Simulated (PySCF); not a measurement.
An equivalent PySCF input for Cl (chlorine, neutral), [Ne] 3s2 3p5, 2P determinant, with scalar relativity by spin-free X2C-1e:

```python
from pyscf import gto, scf, dft, mp, cc
import basis_set_exchange as bse
mol = gto.M(atom="Cl 0 0 0", charge=0, spin=1, symmetry="D2h",
            basis=gto.basis.parse(bse.get_basis("x2c-TZVPall", elements=["Cl"], fmt="nwchem", header=False)),
            nucmod="G")
mf = dft.UKS(mol, xc="PBE").sfx2c1e()
mf.irrep_nelec = {'Ag': (3, 3), 'B1u': (2, 2), 'B2u': (2, 2), 'B3u': (2, 1)}
mf.kernel()
```

It reaches the same state as the run whose output follows, with an energy that differs only through the grid. The run itself started from symmetry-adapted Hartree-Fock orbitals and held the occupation by maximum overlap, on a logarithmic radial grid, so the iterations belong to that start.

```
SCF conv_tol = 1e-09
number electrons alpha = 9  beta = 8
XC functionals = PBE
    J. P. Perdew, K. Burke, and M. Ernzerhof.,  Phys. Rev. Lett. 77, 3865 (1996)
    J. P. Perdew, K. Burke, and M. Ernzerhof.,  Phys. Rev. Lett. 78, 1396 (1997)
    J. P. Perdew, K. Burke, and M. Ernzerhof.,  Phys. Rev. Lett. 77, 3865 (1996)
    J. P. Perdew, K. Burke, and M. Ernzerhof.,  Phys. Rev. Lett. 78, 1396 (1997)
cycle= 1 E= -461.381872125574  delta_E= -0.0104  |g|= 0.021  |ddm|= 0.105
cycle= 2 E= -461.382005026545  delta_E= -0.000133  |g|= 0.0146  |ddm|= 0.04
cycle= 3 E= -461.38209616759  delta_E= -9.11e-05  |g|= 0.00339  |ddm|= 0.0189
cycle= 4 E= -461.382098377888  delta_E= -2.21e-06  |g|= 0.000262  |ddm|= 0.00195
cycle= 5 E= -461.382098421848  delta_E= -4.4e-08  |g|= 3.17e-05  |ddm|= 0.000355
cycle= 6 E= -461.382098422389  delta_E= -5.42e-10  |g|= 1.23e-06  |ddm|= 3.85e-05
converged SCF energy = -461.382098422389  <S^2> = 0.75287559  2S+1 = 2.0028735
```
